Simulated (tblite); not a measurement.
Species: C6H11GeNSi.
Numbering: `[CH:1]#[C:2][SiH2:3][Ge@@:4]([CH3:5])([C:6]#[CH:7])[NH:8][CH3:9]` (hydrogens: H10 on C1; H11, H12 on Si3; H13, H14, H15 on C5; H16 on C7; H17 on N8; H18, H19, H20 on C9)

Computed with GFN2-xTB (tblite), gas phase: L-BFGS steps from a force-field or distance-geometry start until the largest atomic force falls under 0.01 eV/Å.

Step 37: E = -676.7548 eV
```
atom  x, y, z in Å  |  force x, y, z in eV/Å
C1      3.6514    0.9871    0.2311    0.001   0.011  -0.011
C2      2.7129    0.6344    0.8972   -0.016   0.002  -0.016
Si3     1.1635    0.0583    1.7316    0.011  -0.008  -0.019
Ge4    -0.2977   -0.5913   -0.0324    0.074   0.035  -0.029
C5      0.2890   -2.1021   -1.1748   -0.007  -0.006   0.007
C6     -2.0171   -1.0435    0.6836   -0.011   0.008  -0.037
C7     -3.0975   -1.3100    1.1386   -0.035  -0.011   0.030
N8     -0.7051    0.7588   -1.2282    0.032  -0.018   0.003
C9     -1.2575    2.0029   -0.7265    0.006   0.006  -0.030
H10     4.4854    1.3033   -0.3300   -0.005  -0.009   0.042
H11     1.5045   -1.0575    2.6165    0.014  -0.009   0.010
H12     0.6311    1.1768    2.5185    0.012   0.017   0.014
H13     1.2380   -1.8859   -1.6591   -0.020   0.004   0.009
H14    -0.4565   -2.2978   -1.9401    0.022  -0.010  -0.009
H15     0.4121   -3.0005   -0.5766    0.003  -0.025  -0.020
H16    -4.0449   -1.5487    1.5301   -0.042  -0.012   0.026
H17     0.0436    0.9469   -1.8837   -0.004  -0.003   0.038
H18    -1.4865    2.6647   -1.5613   -0.075   0.019  -0.028
H19    -0.5928    2.5451   -0.0403    0.025  -0.020   0.002
H20    -2.1813    1.7696   -0.1972    0.014   0.026   0.019
```

Step 38: E = -676.7556 eV
```
atom  x, y, z in Å  |  force x, y, z in eV/Å
C1      3.6537    0.9886    0.2345   -0.001   0.010  -0.019
C2      2.7135    0.6370    0.8990   -0.007  -0.003  -0.014
Si3     1.1659    0.0579    1.7344    0.012  -0.007  -0.042
Ge4    -0.2951   -0.5925   -0.0283    0.016   0.043  -0.035
C5      0.2873   -2.1010   -1.1748   -0.001  -0.003   0.006
C6     -2.0182   -1.0413    0.6871    0.017   0.011  -0.047
C7     -3.0998   -1.3096    1.1385   -0.048  -0.016   0.043
N8     -0.7041    0.7549   -1.2281    0.039   0.003   0.012
C9     -1.2568    2.0000   -0.7286    0.005   0.013  -0.030
H10     4.4865    1.3037   -0.3292   -0.009  -0.008   0.049
H11     1.5040   -1.0601    2.6160    0.023  -0.018   0.023
H12     0.6319    1.1758    2.5184    0.005   0.031   0.031
H13     1.2354   -1.8789   -1.6580   -0.011  -0.012   0.006
H14    -0.4579   -2.2907   -1.9416    0.016  -0.013  -0.009
H15     0.4106   -3.0033   -0.5825    0.006  -0.018  -0.024
H16    -4.0474   -1.5497    1.5303   -0.021  -0.004   0.013
H17     0.0450    0.9456   -1.8830   -0.012  -0.019   0.045
H18    -1.4948    2.6570   -1.5648   -0.068   0.018  -0.034
H19    -0.5884    2.5481   -0.0509    0.025  -0.020   0.004
H20    -2.1764    1.7691   -0.1914    0.013   0.012   0.023
```

Step 39: E = -676.7565 eV
```
atom  x, y, z in Å  |  force x, y, z in eV/Å
C1      3.6555    0.9903    0.2374   -0.009   0.005  -0.020
C2      2.7141    0.6398    0.9006   -0.001  -0.008  -0.012
Si3     1.1682    0.0576    1.7365    0.005  -0.005  -0.042
Ge4    -0.2929   -0.5934   -0.0253   -0.051   0.033  -0.028
C5      0.2857   -2.1006   -1.1749    0.005   0.000   0.003
C6     -2.0210   -1.0385    0.6883    0.030   0.008  -0.043
C7     -3.1026   -1.3094    1.1389   -0.039  -0.015   0.043
N8     -0.7023    0.7518   -1.2273    0.028   0.029   0.016
C9     -1.2560    1.9980   -0.7308   -0.002   0.020  -0.021
H10     4.4878    1.3038   -0.3277   -0.002  -0.003   0.047
H11     1.5043   -1.0628    2.6156    0.028  -0.014   0.027
H12     0.6333    1.1762    2.5191    0.004   0.028   0.034
H13     1.2328   -1.8731   -1.6569    0.004  -0.024   0.002
H14    -0.4581   -2.2862   -1.9439    0.006  -0.012  -0.008
H15     0.4095   -3.0067   -0.5885    0.009  -0.010  -0.021
H16    -4.0502   -1.5513    1.5318    0.005   0.005  -0.002
H17     0.0462    0.9443   -1.8820   -0.003  -0.028   0.037
H18    -1.5036    2.6505   -1.5683   -0.053   0.008  -0.031
H19    -0.5845    2.5512   -0.0601    0.022  -0.019  -0.004
H20    -2.1714    1.7690   -0.1858    0.013  -0.001   0.024
```

Q: Estimate the geometry and energy of step 40. (The exact step hangs on the optimiser's Hessian estimate; all steps are aligned on step 39, rigid shifts and turns removed.)

A: E = -676.7572 eV, largest force 0.094 eV/Å
```
atom  x, y, z in Å  |  force x, y, z in eV/Å
C1      3.6567    0.9918    0.2392   -0.018  -0.001  -0.015
C2      2.7145    0.6421    0.9017    0.001  -0.013  -0.010
Si3     1.1699    0.0577    1.7378   -0.009  -0.003  -0.023
Ge4    -0.2921   -0.5938   -0.0237   -0.092   0.013  -0.016
C5      0.2845   -2.1010   -1.1751    0.006   0.003  -0.002
C6     -2.0247   -1.0357    0.6870    0.019  -0.002  -0.026
C7     -3.1052   -1.3093    1.1399   -0.009  -0.007   0.031
N8     -0.7003    0.7504   -1.2259    0.006   0.046   0.012
C9     -1.2554    1.9973   -0.7327   -0.009   0.026  -0.007
H10     4.4891    1.3037   -0.3256    0.012   0.006   0.037
H11     1.5053   -1.0651    2.6157    0.026   0.002   0.019
H12     0.6353    1.1778    2.5205    0.010   0.010   0.025
H13     1.2310   -1.8698   -1.6560    0.018  -0.029  -0.001
H14    -0.4573   -2.2848   -1.9464   -0.004  -0.007  -0.005
H15     0.4092   -3.0101   -0.5936    0.010  -0.001  -0.013
H16    -4.0525   -1.5529    1.5341    0.023   0.012  -0.012
H17     0.0470    0.9433   -1.8809    0.013  -0.029   0.020
H18    -1.5113    2.6463   -1.5711   -0.034  -0.004  -0.020
H19    -0.5816    2.5538   -0.0666    0.017  -0.012  -0.016
H20    -2.1673    1.7691   -0.1814    0.013  -0.009   0.023
```

The energy changes by -0.0007 eV. The first-order estimate −F·Δx gives -0.0010 eV and the mean of the old and new forces, exact on a quadratic surface, -0.0007 eV. The step makes an angle of 73° with the force vector and moves no atom by more than 0.009 Å.

What follows is the cost of the whole relaxation. Hardware: Arm Neoverse N1, one thread, no GPU, on a shared host. Cost: 1.9 s wall.
